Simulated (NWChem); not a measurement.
# CH₇BN₂O; SMILES B(N)(NC)O

```xyz
12

C      0.0161     1.9885    -0.0611
N     -0.6732     0.7203    -0.0027
B     -0.0420    -0.5710     0.0229
N      1.3799    -0.7053     0.0428
O     -0.7886    -1.7477    -0.0157
H     -0.5749     2.7544    -0.6083
H      0.9693     1.8688    -0.6168
H      0.2684     2.4234     0.9380
H     -1.6676     0.7886     0.2145
H      1.8036    -1.6311     0.0359
H      2.0058     0.0291     0.3634
H     -1.7119    -1.5781    -0.2642
```
Atoms are numbered in this order, from 1.

Level: PBE-D3(BJ)/def2-SVP (NWChem), optimised geometry, unscaled harmonic frequencies. 

Problem. List the harmonic frequencies with IR intensities, and the thermochemistry.

Solution. 
```tsv
frequency (cm⁻¹)	IR intensity (km/mol)
110	0.6
142	2.2
223	31.9
277	122.2
321	23.9
389	9.4
431	175.9
477	18.9
479	2.5
602	35.6
793	8.1
865	3.3
974	125.6
1064	19.0
1105	1.3
1147	0.4
1281	165.1
1363	68.6
1412	19.5
1420	68.3
1430	33.3
1492	244.1
1543	210.7
2894	105.1
2983	44.0
3038	19.0
3543	14.9
3550	23.4
3655	22.2
3775	31.7
```

The zero-point energy comes out as 61.1 kcal/mol. The thermal correction to the enthalpy at 298.15 K (with zero-point energy) is 66.2 kcal/mol, the heat capacity Cv is 24.6 cal/(mol K) and the entropy at 298.15 K and 1 atm (symmetry number 1) is 79.9 cal/(mol K). The dipole moment is 1.48 D.

Rigid rotor and harmonic oscillator.
